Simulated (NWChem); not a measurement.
## Atomisation of bromine (Br$_{2}$)

```
Br
Br 1 2.2983
```
Charge 0, spin multiplicity 1.

Program: NWChem. Structure: optimised with PBE0/def2-SVP, a minimum by its harmonic frequencies.

Basis set: def2-TZVP. The atomisation energy is electronic alone: no zero-point, thermal, spin-orbit or counterpoise terms. No value is extrapolated to the basis-set limit. Free atoms are single determinants with multiplicities Br 2. Correlated methods freeze the same cores in atoms and molecule, 18 orbitals in all.

| method | atomisation energy (kcal/mol) | relative cost |
|---|---|---|
| CCSD(T) | 47.2 | 20 |
| BHandHLYP | 41.8 | under 3 |
| MP2 | 50.9 | 4 |
| TPSS | 54.8 | under 3 |
| PBE0 | 52.0 | under 3 |
| B3LYP | 48.6 | under 3 |
| CAM-B3LYP | 46.7 | 9 |
| HF | 15.3 | 1 |
| PBE | 57.3 | under 3 |

The values span 42.0 kcal/mol, from HF (lowest) to PBE (highest). The cost column gives rough processor time relative to HF; each entry includes its own SCF. Costs are the molecule's.

The Hamiltonian is non-relativistic. B3LYP has NWChem's definition, with VWN1-RPA local correlation. GW and range-separated runs recompute their integrals, the others keep them in memory, which bears on the times. The stability of the SCF solutions was not checked. Open-shell Hartree-Fock references start from PBE0 orbitals; any time given for them includes that run. Coupled-cluster values serve here as a point of comparison, not as the truth.
